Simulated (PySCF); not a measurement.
C2BrCl2F, SMILES F/C(Cl)=C(/Cl)Br.

Coordinates come from a PBE0-D3(BJ)/def2-SVP optimisation. The structure was generated by enumeration; whether it is a known compound was not checked.

All values below come from PySCF with PBE/def2-TZVP.

Symmetry labels are those of the subgroup Cs that the program uses (full group Cs).

Computed valence orbital energies around the gap with their symmetry:
| orbital | symmetry | energy (eV) |
|---|---|---|
| HOMO−7 | A' | -10.34 |
| HOMO−6 | A" | -10.01 |
| HOMO−5 | A" | -8.94 |
| HOMO−4 | A' | -8.73 |
| HOMO−3 | A' | -8.30 |
| HOMO−2 | A" | -7.92 |
| HOMO−1 | A' | -7.41 |
| HOMO | A" | -6.05 |
| LUMO | A' | -1.82 |
| LUMO+1 | A" | -1.62 |
| LUMO+2 | A' | -1.08 |
| LUMO+3 | A' | -0.01 |
